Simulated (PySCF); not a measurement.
# Structure from 2D NMR

Compound of formula C3H10OSi4. Correlations simulated from computed shifts and the bond graph:

HSQC (one-bond C–H):
```
  δH     δC
2.42  110.7
0.44   -1.1
```

COSY cross peaks (H two or three bonds apart, from the bond graph; peaks can be absent where the dihedral angle is near 90°):
```
  δH    δH
6.32  4.09
6.32  3.92
4.09  4.04
4.09  3.92
4.09  3.75
4.04  3.92
4.04  3.75
3.92  3.75
```

HMBC (two and three bonds, from the bond graph):
```
  δH          δC
6.32  87.9, -1.1
4.04  87.9, -1.1
3.75  87.9, -1.1
2.42        87.9
0.44        87.9
```

Carbons without hydrogens: δ 87.9.

One conformer, relativity neglected, no solvent, one averaged value for each set of equivalent atoms. Geometry from GFN2-xTB; shielding tensors at PBE0/pcSseg-1 (GIAO); PySCF.

Scale: TMS for ¹H, ¹³C (reference shieldings calculated alike).

Exchangeable hydrogens are left out of these lists.

Q: Work out the connectivity.

A: SMILES C(#C)[Si@@]1(C)[SiH2][SiH2][Si@H]1O.

Structure with atom numbers: `[CH:1]#[C:2][Si@@:3]1([CH3:4])[SiH2:5][SiH2:6][Si@H:7]1[OH:8]` (H(Xn): hydrogen on atom n). Ha(Si5), Ha(Si6) are cis to O8 on the ring; Hb(Si5), Hb(Si6) are trans to O8 on the ring.

δC 110.7 is C1, a terminal alkyne carbon (δH 2.42). δC 87.9 is C2, an alkyne carbon. δC -1.1 is C4, a methyl carbon bonded to Si (δH 0.44). HMBC from δH 6.32 reaches the proton-free carbon C2. HMBC from δH 4.04 reaches the proton-free carbon C2. HMBC from δH 3.75 reaches the proton-free carbon C2. HMBC from δH 2.42 reaches the proton-free carbon C2. COSY links 6.32–4.09, 6.32–3.92, 4.09–4.04, 4.09–3.92, 4.09–3.75, 4.04–3.92.

This is the structure that produced the data.

Exchangeable OH/NH protons stand at their gas-phase positions; hydrogen bonding in a real sample shifts them, mostly to higher δ. Shifts are as computed. Against solution values, carbons near 30 ppm lie about +3 ppm off and those near 130 ppm about +5 ppm. Of 1211 compounds with measured shifts, 218 miss one by over three times the rms of a fit or turn the order of signals round; such compounds aren't used in these exercises.
